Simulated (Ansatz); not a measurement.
Species: MoO, charge 0, multiplicity 3. The spin state was set by rule; other spins were not relaxed. 
Coordinates optimised at B3LYP-D3(BJ)/def2-TZVP (Ansatz, a quantum-chemistry and plane-wave program):
```xyz
2

Mo     0.0000     0.0000    -0.2626
O      0.0000     0.0000     1.3786
```
Charge 0, spin multiplicity 3.

Property: atomisation energy (electronic, to ground-state atoms), in kcal/mol. Cores are frozen in the correlated levels unless marked. Open shells are spin-unrestricted. No spin-orbit coupling. Frozen are the shells of the preceding noble gas and the d and f shells that filled before the atom's block. In def2 rows, elements after Kr have scalar-relativistic effective core potentials. The coupled-cluster limit lacks core correlation, which all-electron functionals hold. Basis-set limits of correlation are two-point, X^-3; Hartree-Fock from the larger set. The program attaches cautions to a run behind CCSD(T)/CBS(def2-TZVPPD,def2-QZVPPD): other amplitudes.

| level | program | atomisation energy (kcal/mol) |
|---|---|---|
| HF/def2-QZVPPD | Ansatz | -2.1 |
| BLYP-D3(BJ)/def2-TZVPD | Ansatz + dftd3 | 140.6 |
| B2GP-PLYP-D4/def2-TZVPD | Ansatz + dftd4 | 117.3 |
| RPA@PBE/def2-QZVPP | Ansatz | 106.0 |

The program attaches cautions to a run behind HF/def2-QZVPPD: other amplitudes.

**Question.** Estimate the value at CCSD(T)/CBS(def2-TZVPPD,def2-QZVPPD) as computed with Ansatz.

**Answer.** 115.0 kcal/mol
